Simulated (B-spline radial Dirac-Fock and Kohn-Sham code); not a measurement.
X-ray form factors of thallium in several charge states

Calculated with an atomic code on a B-spline grid, using configuration-average Dirac-Fock orbitals.

Configurations: Tl⁶⁶⁺ [Ne] 3s2 3p3; Tl⁶⁷⁺ [Ne] 3s2 3p2; Tl⁶⁸⁺ [Ne] 3s2 3p1; Tl⁷⁰⁺ [Ne] 3s1. The first column is f₀ of Tl⁶⁶⁺, the others are differences from it.

```
s (Å⁻¹)   Tl⁶⁶⁺  Δ Tl⁶⁷⁺  Δ Tl⁶⁸⁺  Δ Tl⁷⁰⁺
      0  15.000   -1.000   -2.000   -4.000
    0.1  14.986   -0.998   -1.995   -3.991
    0.2  14.943   -0.991   -1.982   -3.964
    0.3  14.873   -0.979   -1.959   -3.919
    0.4  14.776   -0.963   -1.927   -3.856
    0.5  14.653   -0.943   -1.887   -3.778
    0.7  14.333   -0.891   -1.785   -3.575
    0.9  13.927   -0.826   -1.656   -3.319
    1.1  13.448   -0.751   -1.506   -3.023
    1.4  12.633   -0.627   -1.258   -2.530
```
